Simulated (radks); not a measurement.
Charge is removed step by step from the 4p3/2 level of the indium ion In3+, starting from [Ar] 3d10 4s2 4p(1/2: 2, 3/2: 4) 4d10. Calculated with a radial shooting solver on a logarithmic mesh with Libxc functionals: Dirac Kohn-Sham, BLYP, spin-unpolarised, spherical densities, finite nucleus; Fermi nuclear charge, rms radius 4.6156 fm.

removed (e)  E - E(0) (eV)  eigenvalue (eV)  E minus straight line (eV)
0                    0.000          -105.47                       0.000
0.25                26.957          -110.21                      -1.811
0.5                 55.109          -115.02                      -2.427
0.75                84.475          -119.92                      -1.830
1                   115.07          -124.88                       0.000

Removing the whole electron costs 115.07 eV by Delta-SCF, against 105.47 eV from minus the eigenvalue at the starting occupation. Slater's transition state (half an electron removed) gives 115.02 eV. Integrating minus the eigenvalue over the occupation (Janak's theorem) gives 115.07 eV. The mean slope of the eigenvalue, de/dn, is 19.4 eV per electron.
